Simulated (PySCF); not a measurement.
Gas-phase reaction: H2Se + 6 GeH3 = GeSe + 5 GeH4, at 600 K and a standard pressure of 1 bar. Level: CCSD(T)/def2-TZVPP†.

Method: PySCF energies plus ideal-gas RRHO corrections (1 bar). † marks an energy on the PBE0/def2-TZVP geometry and frequencies. CCSD(T) freezes the core. Open shells (unrestricted): GeH3 (multiplicity 2); the rest are closed-shell singlets. Ge, Se: all electrons, no relativistic terms. GeH3: computed as isolated molecules; such fragments, hydroxides, amides, oligomers or adducts are transient or little studied in the gas. CCSD(T) isn't extrapolated to the basis-set limit; its ΔH°(298 K) is -779.1 kJ in def2-SVP and -798.6 kJ in def2-TZVPP. The harmonic model lacks anharmonicity and excited electronic states, which grow with temperature; levels with a mode under 35 cm⁻¹ are left out.

```json
[
 {"species": "H2Se", "E (Ha)": "-2401.31476", "H(600 K) − E (kJ/mol)": "57.0", "S°(600 K) (J/mol/K)": "244.8"},
 {"species": "GeH3", "E (Ha)": "-2077.34375", "H(600 K) − E (kJ/mol)": "78.1", "S°(600 K) (J/mol/K)": "263.5"},
 {"species": "GeSe", "E (Ha)": "-4475.76022", "H(600 K) − E (kJ/mol)": "22.9", "S°(600 K) (J/mol/K)": "272.5"},
 {"species": "GeH4", "E (Ha)": "-2077.98646", "H(600 K) − E (kJ/mol)": "105.8", "S°(600 K) (J/mol/K)": "256.4"}
]
```
E: electronic energy; H − E holds the zero-point and thermal terms. 1 Ha = 2625.5 kJ/mol.

Question: Work out ΔH°, ΔS°, ΔG° and log10 K from these numbers.

Answer: 1. ΔE = 1×(-4475.76022) + 5×(-2077.98646) − 1×(-2401.31476) − 6×(-2077.34375) = -0.31526 Ha = -827.7 kJ.
2. Δ(H − E) = 1×(22.9) + 5×(105.8) − 1×(57.0) − 6×(78.1) = 26.3 kJ, so ΔH° = -801.4 kJ.
3. ΔS° = 1×(272.5) + 5×(256.4) − 1×(244.8) − 6×(263.5) = -271.3 J/K; the number of gas molecules changes by -1.
4. ΔG° = ΔH° − TΔS° = -801.4 − 600×(-271.3)/1000 = -638.6 kJ.
5. log10 K = −ΔG°/(RT ln 10) = 55.58, with RT ln 10 = 11.49 kJ/mol; at standard pressures the products are favoured.
6. A shift of 10 kJ in ΔE would move log10 K by 0.87 here.
For scale, ΔH°(298 K) is -799 kJ at this level, -785 kJ at ωB97M-V/def2-TZVP†, and runs from -940 to -573 kJ over the 20 levels computed.
